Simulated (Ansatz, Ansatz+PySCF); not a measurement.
```xyz
2

Al    0.0000    0.0000   -1.2096
Si    0.0000    0.0000    1.2096
```

Basis set: def2-SVP (spherical functions). Frozen core: 10 orbitals. Correlation on ROHF uses semicanonical orbitals with singles. Charge 0, multiplicity 4.

Computed with Ansatz (development build ahead of 0.2.0); each method stands on the lowest determinant of its kind that the runs found.

Q: Give the atomization energy at this shape (free ground-state atoms in the same class of orbitals less the molecule, no zero-point energy) of quartet AlSi by UHF-CCSD(T), ROHF-MP2, ROHF, UHF.

A:

```json
{"method": "UHF-CCSD(T)", "atomization energy": "52.96 kcal/mol"}
{"method": "ROHF-MP2", "atomization energy": "52.95 kcal/mol"}
{"method": "ROHF", "atomization energy": "39.61 kcal/mol"}
{"method": "UHF", "atomization energy": "37.43 kcal/mol"}
```
